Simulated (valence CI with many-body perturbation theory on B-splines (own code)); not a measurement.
Rh³⁹⁺: magnetic and hyperfine properties of the levels

Computed by valence CI with perturbative core correlation (CI+MBPT): four valence electrons over a frozen Dirac-Fock core [He], radial functions for each j: 11 s, 11 p, 9 d, 7 f, 5 g, 2 h, 1 i, with the one-electron correlation potential Σ1 (screened to all orders), the two-electron term Σ2, the three-electron term Σ3, Breit, model QED; selected single and double excitations, second order for the rest (own B-spline code, finite nucleus).

The last digits are not significant, and no measured levels were compared; by estimate large intervals hold to a few tenths of a per cent, small ones and those within an open d or f shell to about a per cent. Among the levels kept, up to 270 cm⁻¹ of a level comes from second order outside the variational space, and about a tenth of that is noise between levels of different J, which matters for small intervals.

A/g_I is the dipole constant over the nuclear g factor μ/I (μ in nuclear magnetons, uniformly magnetised nucleus), B/Q the quadrupole constant per barn. Both hold the static response of the core; the bare values leave it out. Large factors of s and p1/2 electrons are usually good to 5 to 10 %; those of open d and f shells near neutrality can be off by tens of per cent, and small factors of p3/2, d and f electrons come from cancelling terms and can be off by a factor of two or in sign, in half-filled shells by more. B is blank for J = 1/2, where it vanishes, and for nearly pure S terms. Energies count from the lowest level. Levels with J = 0 are left out.

Levels are named by their leading jj configuration (3d3/2^4 stands for four electrons in 3d with j = 3/2), which in mixed levels can hold well under half, so a name can repeat and another be missing. Letters in brackets count levels of one name in rising energy.

| Level | E (Ry) | g | A/g_I (MHz) | A/g_I bare | B/Q (MHz/b) | B/Q bare |
| --- | --- | --- | --- | --- | --- | --- |
| (2s^2 2p1/2 2p3/2) J=1 | 10.53 | 1.489 | -44600 | -35900 | 159000 | 160000 |
| (2s^2 2p1/2 2p3/2) J=2 | 11.50 | 1.190 | 376000 | 379000 | 243000 | 244000 |
| (2s 2p1/2^2 2p3/2) J=2 | 20.89 | 1.662 | 882000 | 880000 | 227000 | 227000 |
| (2s^2 2p3/2^2) J=2 | 22.73 | 1.285 | 177000 | 181000 | 73900 | 74100 |
| (2s 2p1/2^2 2p3/2) J=1 | 24.65 | 1.024 | -531000 | -513000 | 238000 | 239000 |
| (2s 2p1/2 2p3/2^2) J=2 [a] | 30.96 | 1.496 | 677000 | 674000 | 204000 | 204000 |
| (2s 2p1/2 2p3/2^2) J=3 | 32.98 | 1.320 | 814000 | 809000 | -740 | -759 |
| (2s 2p1/2 2p3/2^2) J=1 [a] | 35.85 | 1.277 | -20100 | -9700 | -241000 | -242000 |
| (2s 2p1/2 2p3/2^2) J=2 [b] | 36.58 | 1.103 | 22300 | 32500 | -140000 | -140000 |
| (2s 2p1/2 2p3/2^2) J=1 [b] | 36.97 | 1.419 | 1220000 | 1210000 | 88900 | 89100 |
| (2s 2p3/2^3) J=2 | 45.91 | 1.357 | 920000 | 911000 | -294000 | -295000 |
| (2p1/2^2 2p3/2^2) J=2 | 48.16 | 1.352 | 153000 | 164000 | 62400 | 62500 |
| (2s 2p3/2^3) J=1 | 49.22 | 1.231 | -558000 | -535000 | -84500 | -84800 |
| (2p1/2 2p3/2^3) J=1 | 59.22 | 1.490 | -59600 | -44200 | -157000 | -157000 |
| (2p1/2 2p3/2^3) J=2 | 60.28 | 1.122 | 381000 | 384000 | -378000 | -379000 |
| (2s^2 2p1/2 3s) J=1 | 245.49 | 1.332 | 972000 | 962000 | -10900 | -10900 |
| (2s^2 2p1/2 3p1/2) J=1 | 248.59 | 0.660 | 667000 | 662000 | -2450 | -2450 |
| (2s^2 2p1/2 3p3/2) J=1 | 252.33 | 1.523 | 19800 | 20500 | 45700 | 45800 |
| (2s^2 2p1/2 3p3/2) J=2 | 252.65 | 1.165 | 295000 | 295000 | 80000 | 80200 |
| (2s 2p1/2^2 3s) J=1 | 254.92 | 2.133 | 1730000 | 1700000 | -5610 | -5620 |
| (2s^2 2p1/2 3d3/2) J=2 | 255.45 | 0.758 | 281000 | 279000 | 23100 | 23400 |
| (2s^2 2p1/2 3d3/2) J=1 | 256.53 | 0.845 | -113000 | -113000 | 5920 | 6020 |
| (2s^2 2p1/2 3d5/2) J=2 | 256.77 | 1.363 | 52100 | 53500 | 143000 | 143000 |
| (2s^2 2p1/2 3d5/2) J=3 | 257.15 | 1.110 | 181000 | 179000 | 5950 | 6200 |
| (2s^2 2p3/2 3s) J=2 | 257.39 | 1.401 | 156000 | 157000 | 191000 | 192000 |
| (2s^2 2p3/2 3s) J=1 | 257.48 | 1.148 | 20200 | 29100 | 169000 | 170000 |
| (2s 2p1/2^2 3p1/2) J=1 | 258.31 | 1.481 | 1470000 | 1460000 | -4300 | -4290 |
| (2s^2 2p3/2 3p1/2) J=1 | 261.01 | 1.434 | 152000 | 159000 | 158000 | 158000 |
| (2s^2 2p3/2 3p1/2) J=2 | 261.21 | 1.194 | 210000 | 214000 | 294000 | 295000 |
| (2s 2p1/2^2 3p3/2) J=2 | 261.96 | 1.575 | 763000 | 755000 | 81900 | 82000 |
| (2s 2p1/2^2 3p3/2) J=1 | 262.29 | 1.064 | -652000 | -641000 | 41900 | 41900 |

(1) Take the isotope of mass number 103, with I = 1/2, μ = -0.08829 μN. What is the hyperfine structure of (2s 2p1/2 2p3/2^2) J=3?

## Answers

(1) From the table A = -144000 MHz. Shifts from the centre of gravity in MHz: F = 5/2: 288000, F = 7/2: -216000.
